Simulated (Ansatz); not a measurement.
CH3Li (SMILES [Li][CH3]) moved off its minimum; all values from Ansatz (a program for electronic structure), cores frozen in correlated methods.
(charge 0, multiplicity 1)
```xyz
5

Li    -1.0554    -0.7019    -0.7890
C      0.2007     0.1384     0.2014
H      0.8107    -0.6260     0.7731
H     -0.1766     0.8156     0.9491
H      1.0597     0.7040    -0.2776
```

```csv
level,largest force (eV/Å),on atom,rms difference from CCSD(T)/aug-cc-pVTZ (eV/Å),dipole (D)
HF/def2-TZVPP,3.35,C2,0.191,5.63
PBE/def2-TZVPP,2.55,C2,0.129,5.17
r2SCAN/def2-TZVPP,2.70,C2,0.077,5.40
B3LYP/def2-TZVPP,2.80,C2,0.070,5.31
wB97M-V/def2-TZVPP,2.88,C2,0.079,5.32
MP2/aug-cc-pVTZ,3.08,C2,0.094,5.53
CCSD(T)/aug-cc-pVTZ,2.86,C2,0.000,5.54
```

The differences count from one level among others, with limits of its own. Forces at CCSD(T)/aug-cc-pVTZ (eV/Å):

```json
[
 {"atom": "Li1", "Fx": "-1.108", "Fy": "-0.738", "Fz": "-0.943"},
 {"atom": "C2", "Fx": "2.838", "Fy": "0.156", "Fz": "0.326"},
 {"atom": "H3", "Fx": "-0.617", "Fy": "0.362", "Fz": "-0.157"},
 {"atom": "H4", "Fx": "-0.255", "Fy": "0.479", "Fz": "0.638"},
 {"atom": "H5", "Fx": "-0.858", "Fy": "-0.260", "Fz": "0.136"}
]
```
